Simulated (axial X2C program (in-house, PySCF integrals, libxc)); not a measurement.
**What spin–orbit coupling does to RbSr**

Computed with an in-house all-electron X2C program for linear molecules (integrals from PySCF). Spin-free means the one-electron spin-free X2C Hamiltonian; two-component (2c) means X2C with spin–orbit coupling and atomic mean-field two-electron Coulomb and Gaunt terms, so the difference of the two also holds small scalar two-electron terms. Basis: Sr dyall-cv3z [13s12p8d5f1g], Rb dyall-cv3z [12s13p8d4f1g] (cores contracted in-house); Gaussian nuclei, density fitting, unrestricted open shells. Masses: Sr 87.906 u, Rb 84.912 u.

Spin-free state: M_S = 1/2, Λ = 0 (beyond evenly filled blocks: σα); fragments Sr + Rb.

```json
{"level": "PBE0", "Re (Å)": "4.632", "ωe (cm⁻¹)": "44.9", "De (eV)": "0.193", "μ (D)": "2.11"}
{"level": "MP2", "Re (Å)": "4.742", "ωe (cm⁻¹)": "33.4", "De (eV)": "0.027", "μ (D)": "n/a"}
{"level": "CCSD", "Re (Å)": "4.771", "ωe (cm⁻¹)": "35.1", "De (eV)": "0.111", "μ (D)": "n/a"}
{"level": "CCSD(T)", "Re (Å)": "4.673", "ωe (cm⁻¹)": "39.8", "De (eV)": "0.124", "μ (D)": "n/a"}
{"level": "r2SCAN0", "Re (Å)": "4.661", "ωe (cm⁻¹)": "45.0", "De (eV)": "0.222", "μ (D)": "2.69"}
```

Correlated methods: 11 electrons correlated (number of frozen shells: Sr 4 s, 3 p, 1 d; Rb 3 s, 2 p, 1 d), 327 virtual spin orbitals or spinors in MP2, 90 natural virtuals in coupled cluster.

Dipoles are positive if Rb is the positive end.

Two-component determinant lowest at the distance of the search:

Ω = 1/2 (⟨Sz⟩ = 0.50, ⟨Lz⟩ = 0.00 at HF); fragments Sr + Rb.

```tsv
level	Re (Å)	ωe (cm⁻¹)	De (eV)	μ (D)
PBE0	4.631	44.9	0.193	2.11
MP2	4.740	34.0	0.027	n/a
CCSD	4.768	35.5	0.108	n/a
CCSD(T)	4.672	40.1	0.121	n/a
r2SCAN0	4.661	45.0	0.222	2.69
```

(1) From the two tables, how do the constants change at the CCSD(T) level (2c against spin-free)?

The state is one determinant whose occupation by symmetry is held fixed; it was picked as the lowest of a PBE0 search that is not exhaustive. Dissociation energies refer to the lowest single-determinant-based atoms at the same level and basis. Density functionals use the spin component along the axis (collinear). CCSD and (T) use frozen natural virtuals with an MP2 correction for the truncation; (T) itself is uncorrected, so its De runs slightly low. The outer-core s and p shells of the metal are frozen in the correlated rows, which leaves out core–valence correlation; for alkali and alkaline-earth bonds that tends to lengthen them. The determinant is spin-polarised beyond a pure state at some levels (its spin-free form has ⟨S²⟩ too high), which makes Re and μ there less reliable. The T1 diagnostic is large, a sign of multireference character. With the outer-core shells frozen, correlated bond lengths of heavy atoms tend to come out a few hundredths of an ångström too long.

## Answers

(1) At the CCSD(T) level Re falls by 0.001 Å and ωe increases by 0.3 cm⁻¹; De changes by -0.003 eV.
